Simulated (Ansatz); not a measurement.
B2H6OSi, SMILES `OBB[SiH3]`, relaxed with RKS PBE0-D4/def2-TZVP in Ansatz from a PBE-D4/def2-SVP geometry. The force threshold is 0.005 eV/Å; the program also tests the step.

The species carries charge 0 and has multiplicity 1.

Start:

```xyz
10

O     1.398   -1.273    1.619
B     0.642   -0.177    1.321
B    -0.702   -0.138    0.332
Si   -0.643    0.346   -1.630
H     2.143   -1.061    2.210
H     0.956    0.924    1.794
H    -1.828   -0.218    0.800
H     0.678    0.111   -2.316
H    -1.718   -0.347   -2.429
H    -0.926    1.833   -1.702
```

(1) By how much does the energy fall, and how many steps does the optimiser take? (Best estimate.)

(2) Which bonds change most? (An estimate is asked.)

(3) Give the relaxed structure. (Best estimate.)

Results:

(1) Computed: 3.51 kJ/mol, in 32 steps, 4 of them rejected.

(2) The calculation gave: Si4–H10 from 1.515 to 1.490 Å; B2–H6 from 1.238 to 1.215 Å; B3–H7 from 1.222 to 1.200 Å; Si4–H8 from 1.507 to 1.489 Å.

(3) Computed: 
```xyz
10

O     1.187   -1.403    1.532
B     0.659   -0.173    1.310
B    -0.695    0.120    0.393
Si   -0.631    0.430   -1.594
H     1.983   -1.385    2.069
H     1.214    0.800    1.778
H    -1.778    0.223    0.899
H     0.734    0.640   -2.150
H    -1.182   -0.819   -2.204
H    -1.490    1.567   -2.032
```
